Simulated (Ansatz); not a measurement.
Job for Ansatz (a quantum-chemistry and plane-wave program): R-B3LYP/def2-TZVPP on As2, 2S+1 = 1, a spin state set in the input, which need not be the lowest, a point of a bond scan (R = 2.097 Å).

Ansatz 0.2 input:
```yaml
crystal:
  periodic: [false, false, false]
  atoms:
    - {symbol: As, position_ang: [0.00000000, 0.00000000, 0.00000000]}
    - {symbol: As, position_ang: [0.00000000, 0.00000000, 2.09736500]}
basis:
  gaussian:
    orbitals: def2-TZVPP
    pivot_positions_ang: [[0.00000000, 0.00000000, 0.00000000], [0.00000000, 0.00000000, 2.09736500]]
hamiltonian:
  xc: {name: B3LYP}
output: {forces: true, orbitals: {seedname: ./end}}
```

The head of its log:

```
WARN ansatz: RAYON_NUM_THREADS=2 ignored (pool sized by the plan → 2); use --threads N
Functional definition: B3LYP
integrals: 0.03 GiB planned
832 factors; their error is unknown
mean field: 0.36 GiB planned
mean field evaluation 1: about -121684.3277 eV, gradient 1.6e1 eV
mean field evaluation 2: about -121684.5044 eV, gradient 1.1e1 eV
```

**Question.** Give the final energy of this run.

**Answer.** -4471.8460 hartree.
